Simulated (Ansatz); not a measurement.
Consider the hydrogenolysis of the Si–Cl bond: `C#C[Si](Cl)(Cl)Cl` + H₂ → `C#C[SiH](Cl)Cl` + HCl.

Calculated with Ansatz (gas phase, PBE0-D4/def2-TZVP geometries, no zero-point term in ΔE). CCSD(T)/CBS is the MP2 limit (def2-TZVPP, def2-QZVPP) plus CCSD(T) − MP2 in def2-TZVPP, frozen cores. This one scheme is used for every species. DFT in def2-TZVPP. HSE06 is defined as in plane-wave codes.

```csv
level,ΔE (kJ/mol),difference from CCSD(T)/CBS
LDA (SPW92),74.1,-0.2
PBE-D4,77.3,3.0
revPBE-D4,82.8,8.5
BLYP-D4,78.0,3.7
r2SCAN-D4,80.5,6.2
B97M-V,78.0,3.7
PBE0-D4,74.7,0.4
r2SCANh-D4,79.3,5.0
r2SCAN0-D4,77.4,3.1
HSE06-D4,74.6,0.3
BHLYP-D4,72.7,-1.6
CAM-B3LYP-D4,69.9,-4.4
ωB97X-V,72.5,-1.8
ωB97M-V,76.1,1.8
PBE-QIDH,74.0,-0.3
PBE,69.8,-4.5
revPBE,66.8,-7.5
BLYP,62.5,-11.8
r2SCAN,78.8,4.5
r2SCANh,77.3,3.0
r2SCAN0,75.2,0.9
HSE06,68.4,-5.9
BHLYP,61.4,-12.9
CAM-B3LYP,62.9,-11.4
LC-ωPBE,67.1,-7.2
RPA@PBE/def2-TZVPP,63.9,-10.4
MP2/def2-SVP,71.7,-2.6
CCSD/def2-SVP,58.0,-16.3
CCSD(T)/def2-SVP,61.3,-13.0
HF/def2-TZVPP,52.6,-21.7
MP2/def2-TZVPP,81.6,7.3
SCS-MP2/def2-TZVPP,73.3,-1.0
CCSD/def2-TZVPP,64.1,-10.2
CCSD(T)/def2-TZVPP,69.2,-5.1
HF/def2-QZVPP,52.3,-22.0
MP2/def2-QZVPP,84.4,10.1
SCS-MP2/def2-QZVPP,75.9,1.6
HF/CBS(def2),52.3,-22.0
MP2/CBS(def2),86.7,12.4
CCSD/CBS(def2),69.2,-5.1
CCSD(T)/CBS,74.3,0
```

(1) What do rigid-rotor, harmonic-oscillator terms from PBE0-D4/def2-TZVP frequencies (298.15 K, 1 bar) make of the CCSD(T)/CBS value? (Estimate.)

Largest T1 diagnostic among the species: 0.011.

Results:

(1) Computed: ΔZPE = +9.1 kJ/mol, ΔH = +80.2 kJ/mol, ΔS = 36 J/(mol·K), ΔG = +69.4 kJ/mol.

The D4 term adds +12.3 kJ/mol with B3LYP and +6.5 kJ/mol with PBE0; it sums over pairs of atoms, weighted by their polarisabilities, and B3LYP, whose exchange is more repulsive, gets the larger term. At CCSD(T), def2-SVP lies −13.0 kJ/mol from the extrapolated value and def2-TZVPP −5.1 kJ/mol.

B3LYP here is the variant with VWN-RPA as its local correlation; programs differ in this.
